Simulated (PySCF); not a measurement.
An unknown is described by computed data only.

Formula: CH5BClNO.

| Item | Value |
| --- | --- |
| Dipole | 3.83 D [CAM-B3LYP/def2-SVPD] |
| 13C NMR | chemical shifts (computed TMS as zero) by class: 53.5 (1 C) ppm [GIAO CAM-B3LYP/pcSseg-2] |
| NMR, other nuclei | isotropic shieldings of nuclei other than C and H, by class: 69 (1 B), 195 (1 N), 244 (1 O), 888 (1 Cl) ppm [GIAO CAM-B3LYP/pcSseg-2] |
| Triplet | lowest triplet excitation (Tamm–Dancoff): 6.85 eV [TDA CAM-B3LYP/def2-SVPD] |
| XPS | B1s 197.7, Cl2p3/2 205.7, C1s 292.8, N1s 405.6, O1s 538.8, Cl1s 2828.3 eV [ΔSCF SCAN, pcX-2 on the ionised atom, pcseg-1 elsewhere, spin-free X2C, 2p3/2 from a spin–orbit splitting computed afterwards within the 2p shell] |
| 1H NMR | chemical shifts (computed TMS as zero) by class: 3.58 (3 H), 2.76 (2 H) ppm [GIAO CAM-B3LYP/pcSseg-2] |
| Rotational structure | rotational constants A, B, C: 7.907, 2.464, 1.901 GHz [PBE0-D3(BJ)/def2-SVP] |

Electronic properties: PySCF, gas phase, density fitting. Levels stand in brackets. The structure is a single PBE0-D3(BJ)/def2-SVP conformer in the gas phase; no vibrational or solvent corrections. NMR classes are plain means over equivalent atoms (diastereotopic ones count apart unless rotation or inversion swaps them), as if these changed places fast.

Question: Propose a structure and show how it fits.

Answer: Numbering: `[CH3:1][O:2][B:3]([NH2:4])[Cl:5]`. The one carbon: methoxy carbon [C1] (53.5 ppm). Hydrogen classes from least to most shielded: 3 H on a methoxy carbon, C1 (3.58 ppm), 2 H on a boron-bound nitrogen, N4 (2.76 ppm). The other shieldings belong to: 69 ppm, three-coordinate boron [B3]; 195 ppm, boron-bound nitrogen [N4]; 244 ppm, boron-bound oxygen [O2]; 888 ppm, chlorine bonded to B [Cl5]. The core levels belong to: B1s 197.7 eV, three-coordinate boron [B3]; Cl2p3/2 205.7 eV, chlorine bonded to B [Cl5]; C1s 292.8 eV, methoxy carbon [C1]; N1s 405.6 eV, boron-bound nitrogen [N4]; O1s 538.8 eV, boron-bound oxygen [O2]; Cl1s 2828.3 eV, chlorine bonded to B [Cl5]. The optimised geometry has point group Cs and is an asymmetric top. Structure: `COB(N)Cl`. The assignments are read from this structure; whether some other isomer fits the data as well wasn't checked.

Conformer computed: `[CH3:1][O:2][B:3]([NH2:4])[Cl:5]`: C1–O2–B3–N4 0°, H–N4–B3–O2 180°, H–N4–B3–O2 0°.
